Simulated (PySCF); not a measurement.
A GIAO shielding run with PySCF 2.14.0 with density-fitted response routines (density fitting, non-relativistic, gas phase) on `OCC[C@H]([SiH3])[SiH2]C(F)(F)F`, C4H11F3OSi2:

```
$ OMP_NUM_THREADS=1 python probes_run.py task.json out

{"job": {"kind": "nmr", "xc": "PBE0", "basis": "pcSseg-1"}, "charge": 0, "multiplicity": 1}
O      1.089306    -0.748040     1.333051
C      1.830203    -0.513777     0.153530
C      0.894472    -0.449456    -1.048056
C     -0.215690     0.570247    -0.789811
Si     0.408948     2.372985    -0.807936
Si    -1.198622     0.256731     0.809212
C     -1.856419    -1.582493     0.782675
F     -2.432646    -1.884489    -0.400025
F     -2.805183    -1.767388     1.718910
F     -0.951282    -2.574352     0.992501
H      0.900498    -1.690248     1.408794
H      2.319940     0.453195     0.293507
H      2.599228    -1.281569     0.018214
H      1.468590    -0.186091    -1.938438
H      0.459604    -1.440426    -1.212730
H     -0.931219     0.481742    -1.614600
H      1.368009     2.524307    -1.907579
H     -0.735049     3.258705    -1.009478
H      1.057769     2.713133     0.457537
H     -0.789318     0.563162     2.171495
H     -2.490059     0.941064     0.588754
```

Hardware: 1 thread of an Intel Xeon, shared host. The job also computes population analyses, field gradients.

Problem. How large is the calculation?

Solution. 98 electrons, 239 basis functions and 1288 auxiliary functions.

Problem. How long does it take, and how much memory does it need?

Solution. 4.3 min of wall time, with 14 SCF cycles and 4 response iterations; peak memory 1.1 GiB. Times on a shared host scatter by some tens of per cent.
